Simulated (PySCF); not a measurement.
A structure optimised at B3LYP-D3(BJ)/def2-SVP, used in a PySCF frequency run:

```xyz
8

Zr     0.0000     0.0000    -0.1874
O     -1.6117     0.9305     0.3115
H     -2.3736     1.3704     0.6927
O      1.6117     0.9305     0.3115
H      2.3736     1.3704     0.6927
O      0.0000    -1.8611     0.3115
H      0.0000    -2.7408     0.6927
H      0.0000     0.0000    -2.0589
```

Problem. Write its SMILES, formula and point group.

Solution. [OH][ZrH]([OH])[OH], H4O3Zr, C3v

Problem. What are its rotational constants (standard atomic weights)?

Solution. 4.6780, 4.6780, 2.6746 GHz
